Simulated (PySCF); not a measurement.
Compound: CH9NSi5.
Bonds: N1–C2 (triple), C2–Si3, Si3–Si4, Si4–Si5, Si5–Si6, Si6–Si7, Si3–Si7. Hydrogens: H8 on Si3; H9, H10 on Si4; H11, H12 on Si5; H13, H14 on Si6; H15, H16 on Si7.

Structure optimised with GFN2-xTB, isolated species.

Q: Give the optimised bond lengths and angles.

A: 
```csv
bond,length (pm)
N1≡C2,114.8
C2–Si3,186.3
"Si3–Si4, Si3–Si7",234.6
"Si4–Si5, Si6–Si7",233.9
Si5–Si6,234.0
Si3–H8,147.0
"Si4–H9, Si7–H15",147.0
"Si4–H10, Si7–H16",146.5
"Si5–H11, Si6–H13",146.7
"Si5–H12, Si6–H14",146.8
```

Bonds in one row agree within 1 pm and their mean is given. A selection of angles:
```csv
angle,degrees
N1–C2–Si3,176.9
C2–Si3–Si4,105.8
C2–Si3–H8,100.9
Si4–Si3–Si7,108.6
Si4–Si3–H8,117.1
Si3–Si4–Si5,106.2
Si3–Si4–H9,108.3
Si3–Si4–H10,112.3
Si5–Si4–H9,111.5
Si5–Si4–H10,114.2
H9–Si4–H10,104.3
Si4–Si5–Si6,108.3
Si4–Si5–H11,110.7
Si4–Si5–H12,110.8
Si6–Si5–H11,111.3
Si6–Si5–H12,111.7
H11–Si5–H12,104.0
```

Torsions: C2–Si3–Si4–Si5 -98° (anticlinal); Si3–Si4–Si5–Si6 -9° (synperiplanar); Si4–Si5–Si6–Si7 0° (synperiplanar); Si5–Si6–Si7–Si3 9° (synperiplanar); C2–Si3–Si7–Si6 98° (anticlinal).

The 5-membered ring Si3–Si4–Si5–Si6–Si7 has internal angles of 106.2° to 108.6°; it is puckered, 0.10 Å rms from its mean plane, widest ring torsion 15°. Si4 (SiH2 silicon) is distorted tetrahedral (angles from 104.3° to 114.2°). Si3 (SiH silicon) is distorted tetrahedral (angles from 100.9° to 117.1°). Si5 (SiH2 silicon) is distorted tetrahedral (angles from 104.0° to 111.7°).

Point group: Cs (every atom within 0.08 Å of its image). Not checked by GFN2-xTB frequencies. One conformer, not necessarily the lowest.

These are computed values.
